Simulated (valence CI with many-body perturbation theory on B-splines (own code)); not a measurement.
Hyperfine factors and g values of Kr14+

Computed by valence CI with perturbative core correlation (CI+MBPT): four valence electrons over a frozen Dirac-Fock core [Ar], radial functions for each j: 9 s, 9 p, 10 d, 8 f, 5 g, 3 h, 1 i, with the one-electron correlation potential Σ1 (screened to all orders), the two-electron term Σ2, the three-electron term Σ3, Breit, model QED; selected single and double excitations, second order for the rest (own B-spline code, finite nucleus).

No measured spectrum was set against this ion. As an estimate, terms of the open shell hold to 2 to 4 % of their energy, and close levels can change places. Core correlation moves these levels by up to 7600 cm⁻¹, and in measured spectra 5 to 20 % of such shifts remained as error; rates that hang on mixing are uncertain with them. Only levels of the ground parity were solved; by the run's estimate the other parity begins above the list, which can be wrong where configurations are misplaced.

A/g_I is the dipole constant over the nuclear g factor μ/I (μ in nuclear magnetons, uniformly magnetised nucleus), B/Q the quadrupole constant per barn. Both hold the static response of the core; the bare values leave it out. Large factors of s and p1/2 electrons are usually good to 5 to 10 %; those of open d and f shells near neutrality can be off by tens of per cent, and small factors of p3/2, d and f electrons come from cancelling terms and can be off by a factor of two or in sign, in half-filled shells by more. B is blank for J = 1/2, where it vanishes, and for nearly pure S terms. Energies count from the lowest level. Levels with J = 0 are left out.

Names give the largest LS component (configuration and term), which can be under half, so a name can repeat, a term be missing and a line seem to break the LS rules; names also repeat where a configuration has a term twice. Letters in brackets count levels of one name in rising energy.

```tsv
Level	E (cm⁻¹)	g	A/g_I (MHz)	A/g_I bare	B/Q (MHz/b)	B/Q bare
3d⁴ ⁵D_1	2430	1.498	251	511	1600	1640
3d⁴ ⁵D_2	5996	1.496	787	1040	1030	1060
3d⁴ ⁵D_3	10037	1.493	1340	1590	-1110	-1150
3d⁴ ⁵D_4	14253	1.490	1850	2100	-4670	-4810
3d⁴ ³H_4	55119	0.887	3750	3730	2320	2400
3d⁴ ³P_1 [a]	60494	1.474	1580	1820	-237	-249
3d⁴ ³H_5	60699	1.053	3210	3260	2910	3000
3d⁴ ³F_3 [a]	63502	0.937	3670	3670	226	233
3d⁴ ³H_6	64162	1.154	3110	3210	2470	2550
3d⁴ ³F_2 [a]	65012	0.687	4290	4170	-108	-112
3d⁴ ³F_4 [a]	67700	1.120	2810	2890	-421	-433
3d⁴ ³P_2 [a]	73050	1.459	1810	2040	61.0	59.0
3d⁴ ³G_4	75770	1.070	3270	3330	-1210	-1250
3d⁴ ³G_3	75848	0.904	3390	3370	-897	-930
3d⁴ ³G_5	80242	1.178	2690	2800	-1830	-1890
3d⁴ ³D_3	88365	1.318	2370	2540	741	770
3d⁴ ³D_2	90195	1.168	2880	2990	1110	1150
3d⁴ ¹I_6	91237	1.009	3360	3390	4580	4720
3d⁴ ³D_1	92774	0.527	4910	4720	669	693
3d⁴ ¹G_4 [a]	97243	1.026	2920	2960	-1730	-1780
3d⁴ ¹D_2 [a]	113950	1.021	3370	3400	2230	2300
3d⁴ ¹F_3	124560	1.012	3250	3280	5330	5480
3d⁴ ³P_2 [b]	142860	1.475	1680	1930	1170	1210
3d⁴ ³F_4 [b]	146260	1.237	2290	2430	4780	4930
3d⁴ ³F_2 [b]	148270	0.684	4860	4740	3980	4100
3d⁴ ³F_3 [b]	149820	1.077	3280	3340	4220	4350
3d⁴ ³P_1 [b]	152770	1.496	487	746	-1120	-1150
3d⁴ ¹G_4 [b]	167020	1.009	3480	3510	2030	2100
3d⁴ ¹D_2 [b]	216970	0.999	3360	3380	-5530	-5700
```

Question: Take the isotope of mass number 83, with I = 9/2, μ = -0.97073 μN and Q = 0.259 b. What is the hyperfine structure of 3d⁴ ³F_3 [a]?

Answer: From the table A = -792 MHz, B = 58.5 MHz. Shifts from the centre of gravity in MHz: F = 3/2: 13100, F = 5/2: 11100, F = 7/2: 8320, F = 9/2: 4740, F = 11/2: 380, F = 13/2: -4760, F = 15/2: -10700.
